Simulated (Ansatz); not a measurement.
Relaxation of BBrH$_{4}$ (6 atoms, charge 0, multiplicity 1), to a largest force component of 0.03 eV/Å in at most 50 steps.

Method: Ansatz 0.2.0, RKS B3LYP/def2-SVP.

```xyz
6
Properties=species:S:1:pos:R:3
B 0.023 -0.523 -0.291
H 0.001 0.319 1.947
H 1.073 0.030 -0.443
H -1.058 -0.032 -0.443
Br 0.080 -2.481 0.106
H 0.017 -0.399 1.913
```

Task: Where does it end, and by what steps?

Result: The run converged. After 6 steps the energy has fallen by 0.194 eV; H6 moved furthest, 0.74 Å.

```tsv
step	energy less start (eV)	largest force component (eV/Å)	accepted
0	0.0000	1.802	yes
1	-0.1428	0.652	yes
2	-0.1795	0.369	yes
3	-0.1888	0.210	yes
4	-0.1935	0.093	yes
5	-0.1941	0.037	yes
6	-0.1945	0.018	yes
```

```xyz
6
Properties=species:S:1:pos:R:3
B 0.028 -0.701 -0.604
H -0.008 0.621 2.500
H 1.070 -0.113 -0.687
H -1.047 -0.175 -0.687
Br 0.083 -2.586 -0.337
H 0.010 -0.132 2.605
```

Whether the end is a true minimum wasn't checked by a vibrational analysis.

Time of the run: 14 s on 1 thread of Intel(R) Xeon(R) Platinum 8488C (Sapphire Rapids), on a shared host, peak memory 0.13 GiB.
